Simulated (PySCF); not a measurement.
**Calculated NMR data**

[PySCF 2.14.0 with density-fitted response routines: PBE0/pcSseg-1 with gauge-including orbitals; PBE0-D3(BJ)/def2-SVP geometry; a single conformation; one averaged value for each set of equivalent atoms; gas phase; non-relativistic Hamiltonian]

Shifts are taken against calculated references (same method and geometry level): 1H, 13C against TMS. Where no couplings were computed, multiplicities follow the n + 1 count of equivalent neighbours, and m marks all less simple cases (inequivalent or close neighbours, rings, F or P nearby). Shifts are as computed. Against solution values, carbons near 30 ppm lie about +2 ppm off and those near 130 ppm about +5 ppm. Of 1309 compounds with measured shifts, 239 miss one by over three times the rms of a fit or turn the order of signals round; such compounds aren't used in these exercises.

**1.** `CN(C)[Si@@H]([SiH3])O[SiH3]`, C2H13NOSi3. 1H NMR (400 MHz, computed): δ 5.07 (q, 1H), 4.92 (s, 3H), 3.38 (d, 3H), 2.69 (s, 6H). 13C{1H} NMR (computed): δ 41.3 (CH3).

**2.** SMILES CCO[SiH2]N([SiH3])[SiH3], C2H13NOSi3. 1H NMR (400 MHz, computed): δ 5.05 (s, 2H), 4.61 (s, 6H), 3.85 (q, 2H), 1.39 (t, 3H). 13C{1H} NMR (computed): δ 62.7, 19.6.
